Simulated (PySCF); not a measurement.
Spectrum to structure. Method: TDDFT CAM-B3LYP/def2-SVPD, vertical, gas phase, core orbitals frozen in the response in PySCF 2.14.0, density-fitted response routines. Geometries: GFN2-xTB, one conformer each. Ions are computed without counter-ions or solvent.

| state | λ (nm) | f |
| --- | --- | --- |
| S1 | 323.6 | 0.104 |
| S2 | 253.2 | 0.0029 |
| S3 | 242.9 | 0.011 |
| S4 | 226.3 | 0.059 |
| S5 | 216.9 | 0.0025 |
| S6 | 202.3 | 0.0047 |
| S7 | 187.1 | 0.060 |
| S8 | 173.8 | 0.460 |

Triplets computed (Tamm–Dancoff): 2.11, 3.81, 4.74 eV.

Orbital energies (eV): HOMO-3 -15.53, HOMO-2 -15.30, HOMO-1 -15.11, HOMO -13.80, LUMO -7.21, LUMO+1 -4.27, LUMO+2 -2.67.

Problem. Which structure fits? All have the formula [C8H11]+.
A. `CCC1=CC=CC[CH+]1`
B. `C=CCC#C[C+](C)C`
C. `C1C=C[C+](C1)C(=C)C`

Solution. A. Its S1 lies at 3.83 eV; the nearest of the others has S1 at 4.11 eV. S1 is HOMO→LUMO (98%). Löwdin shares by element: HOMO carbon 68% or more (atoms not listed hold the other 32%); LUMO carbon 70% or more (atoms not listed hold the other 30%). At the same level the other candidates give, for their lowest levels:
- `C=C(C)[C+]1C=CCC1`: 302 nm (f 0.442); 225 nm (f 0.001); 218 nm (f 0.047); 216 nm (f 0.008); 206 nm (f 0.000); T1 2.18 eV; HOMO -13.49, LUMO -7.02 eV
- `C=CCC#C[C+](C)C`: 439 nm (f 0.007); 420 nm (f 0.023); 253 nm (f 0.323); 226 nm (f 0.000); 208 nm (f 0.005); T1 2.54 eV; HOMO -12.69, LUMO -7.37 eV

Conformer computed: `[CH3:1][CH2:2][C:3]1=[CH:4][CH:5]=[CH:6][CH2:7][CH+:8]1`: C1–C2–C3–C4 82°.
